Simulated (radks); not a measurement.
Problem. Spin polarisation of the 3d6 shell in Fe. Start: [Ar] 3d(up 3, down 3) 4s2; electrons of 3d are moved from spin down to spin up, other shells keep equal spins. Method: scalar-relativistic Kohn-Sham, PBE, spin-polarised, spherical densities, finite nucleus; Fermi nuclear charge, rms radius of each element as measured or else 0.836 A^(1/3) + 0.57 fm; computed with a radial shooting solver on a logarithmic mesh with Libxc functionals. Estimate the energy gained and the exchange splitting at a moment of 4 Bohr magnetons.

Solution. At moment 4 the spin-polarisation energy is -3.695 eV and the 3d exchange splitting 3.682 eV, that is 0.921 eV per Bohr magneton; E = -I m^2/4 would give I = 0.924 eV.
